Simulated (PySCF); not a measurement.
## How methods differ on the ionisation energy of Sb⁺

Sb⁺ [Kr] 4d10 5s2 5p2 (3P) → Sb²⁺ [Kr] 4d10 5s2 5p1 (2P), as a difference of total energies. Computed with PySCF 2.14 in x2c-SVPall (6s5p3d, 36 functions), with scalar relativity by spin-free X2C-1e. Correlated levels: valence: [Kr] 4d10 frozen. The calculations carry no spin-orbit coupling.

```tsv
method	ionisation energy (eV)
UHF	16.036
M06-2X	16.476
MN15	16.671
MP2 (valence)	16.241
SCS-MP2 (valence)	16.187
CCSD (valence)	16.267
CCSD(T) (valence)	16.272
```

Problem. How much does correlation contribute at CCSD(T) (valence)?

Solution. 16.272 − (16.036) = 0.236 eV, measured against UHF.

The reference lies between the lowest fine-structure levels, while these numbers refer to the centres of the terms.

Errors of the correlated levels include the incompleteness of this basis and the frozen core.

For comparison: 16.626 ± 0.025 eV (measured; NIST Atomic Spectra Database, ionization energies).
